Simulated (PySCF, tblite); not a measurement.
Compound: C₄H₂F₃N.
SMILES: `N#C[C@@]1(F)[C@@H]([C@@H]1F)F`

Level of theory: B3LYP/def2-SVPD in PySCF (dipole) on a GFN2-xTB geometry, gas phase.

Take the most abundant isotopes and a rigid rotor. 

Q: What are A, B and C (GHz)?

A: Ia = 157.23, Ib = 327.43, Ic = 354.18 u·Å²; 505379 MHz·u·Å²/I gives 3214, 1543 and 1427 MHz, that is A = 3.2142, B = 1.5435, C = 1.4269 GHz.

Q: What kind of rotor is it?

A: An asymmetric top: κ = (2 × 1543 − 3214 − 1427)/(3214 − 1427) = -0.87.

Q: What does the inertial defect say?

A: Not planar: Δ = Ic − Ia − Ib = -130.48 u·Å². For a rigid frame Δ = −2 Σ m c², so Σ m c² = 65.24 u·Å² lies off the ab plane: 4.83 from hydrogen and 60.41 from heavier atoms. The atom farthest from that plane is 1.55 Å away.

Q: Give the other two planar moments, Paa and Pbb, and the rms extents of the mass along the axes.

A: Paa = Σ m a² = (Ib + Ic − Ia)/2 = 262.19 and Pbb = Σ m b² = (Ia + Ic − Ib)/2 = 91.99 u·Å². With the mass M = 121.01 u, the rms extents √(P/M) along a, b and c are 1.47, 0.87, 0.73 Å.

Q: Give the coordinates in the principal-axis frame, origin at the centre of mass.

A: The sense of each axis is arbitrary; atoms in the order of the calculation.
| atom | mass (u) | a (Å) | b (Å) | c (Å) |
| --- | --- | --- | --- | --- |
| N1 | 14.003 | 2.929 | 0.001 | -0.463 |
| C2 | 12.000 | 1.830 | 0.001 | -0.153 |
| C3 | 12.000 | 0.444 | 0.000 | 0.204 |
| F4 | 18.998 | 0.208 | -0.003 | 1.537 |
| C5 | 12.000 | -0.539 | 0.753 | -0.687 |
| F6 | 18.998 | -1.553 | 1.406 | -0.096 |
| C7 | 12.000 | -0.539 | -0.751 | -0.689 |
| F8 | 18.998 | -1.553 | -1.405 | -0.100 |
| H9 | 1.008 | -0.161 | 1.297 | -1.546 |
| H10 | 1.008 | -0.161 | -1.292 | -1.550 |

Q: Which types of transition are allowed, and where do some lines up to J = 5 fall?

A: The dipole components are |μa| = 1.12 D, |μb| = 0.00 D, |μc| = 2.22 D; the mirror of this Cs structure is the ac plane, so μb vanishes by symmetry and there are no b-type lines. Intensities carry the squares of the components, which stand as 0.26 : 1.00 (a : c). Some lines, for components of 0.1 D or more:

```
type  branch         J(Ka,Kc)    MHz  lower level (cm⁻¹)
   a       Q  2(1,1) ← 2(1,2)    350               0.349
   a       R  2(1,2) ← 1(1,1)   5824               0.155
   a       R  2(0,2) ← 1(0,1)   5935               0.099
   c       Q  3(3,1) ← 3(2,1)   8619               0.826
   a       R  3(2,2) ← 2(2,1)   8911               0.528
   a       R  5(4,2) ← 4(4,1)  14865               1.914
   c       Q  5(5,1) ← 5(4,1)  15549               2.410
   c       R  5(1,4) ← 4(0,4)  17499               0.988
   c       R  4(3,1) ← 3(2,1)  20514               0.826
   c       R  5(2,4) ← 4(1,4)  20619               1.029
   c       R  5(5,0) ← 4(4,0)  30414               1.914
```

Its GFN2-xTB frequencies are all real (lowest 114 cm⁻¹). No vibrational averaging or centrifugal distortion is included, and the geometry carries the error of its method. Quadrupole hyperfine structure (14N) is left out.

Hardware: an Arm Neoverse V1 with one thread, no GPU, shared host. Cost: 30 s wall (with the writing of density and orbital grids), 0.77 GiB resident at most. This is the B3LYP/def2-SVPD job that gave the dipole, with the excitations it also computed.
